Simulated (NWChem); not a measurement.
System: C2H3F3Si; SMILES C=C(F)[SiH](F)F

The following NWChem deck was run.

```
start job
memory heap 200 mb stack 900 mb global 1100 mb
geometry units angstroms noautosym nocenter noautoz
  C     -1.230755    -1.561906     0.561736
  C     -0.085902    -1.080223     0.081294
  F      0.961316    -1.890654    -0.146509
  Si     0.209034     0.712660    -0.344732
  F     -1.187033     1.477886    -0.082534
  F      1.306803     1.349689     0.648555
  H     -1.349760    -2.624930     0.790117
  H     -2.068480    -0.884159     0.734242
  H      0.659474     0.947695    -1.731509
end
basis spherical
  * library 6-31g*
end
dft
  xc hfexch
  iterations 150
end
property
  shielding
end
task dft property
```

Structure relaxed at the PBE0/def2-SVP level.

GIAO values for the isolated, static molecule; σ is the absolute isotropic shielding, δ = σ(reference) − σ with the isolated reference molecule computed at the same levels (13C: tetramethylsilane, 19F: trichlorofluoromethane, 1H: tetramethylsilane, 29Si: tetramethylsilane).

Atoms are numbered as in the input.

Q: Predict the main results of this run. (Hartree-Fock/6-31G* (spherical d), GIAO.) Quantities: δ C1 (ppm); δ C2 (ppm); δ Si4 (ppm); δ F5 (ppm); δ H7 (ppm); δ H8 (ppm); δ H9 (ppm).

A: δ C1 (ppm): 116.5
δ C2 (ppm): 157.2
δ Si4 (ppm): -30.1
δ F5 (ppm): -108.0
δ H7 (ppm): 5.81
δ H8 (ppm): 5.60
δ H9 (ppm): 5.22
